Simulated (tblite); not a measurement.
Isomers of C3H6O4Si. Computed values, GFN2-xTB/tblite, gas phase, harmonic and unscaled. The method is semi-empirical: single wavenumbers can be off by several per cent or more. Modes of hydrogen on silicon can be 10 to 20 % off. One conformer each.

Electronic energies: GFN2-xTB at the same geometries; isomer energies are rough at this level and their order can be wrong.

```tsv
SMILES	electronic energy, lowest = 0 (kJ/mol)
COC(=O)C(=O)O[SiH3]	98.1
CC(=O)O[SiH2]C(=O)O	87.0
C=C(O[SiH2]O)C(=O)O	0.0
```

Question: How do GFN2-xTB zero-point energies change the relative energies?

Answer: 
```
             SMILES  ZPE (kJ/mol)  of it from modes above 1550 cm⁻¹  electronic (kJ/mol)  with ZPE, lowest = 0 (kJ/mol)  lowest mode (cm⁻¹)  rings
C=C(O[SiH2]O)C(=O)O         236.7                             128.3                  0.0                            0.0                  58      0
CC(=O)O[SiH2]C(=O)O         234.9                             123.7                 87.0                           85.2                  23      0
COC(=O)C(=O)O[SiH3]         229.5                             116.9                 98.1                           90.8                  6i      0
```

The zero-point energies span 7.2 kJ/mol, from `COC(=O)C(=O)O[SiH3]` to `C=C(O[SiH2]O)C(=O)O`. Slightly imaginary modes are left out of the zero-point energy: `COC(=O)C(=O)O[SiH3]` 6.1i cm⁻¹. The order is unchanged.
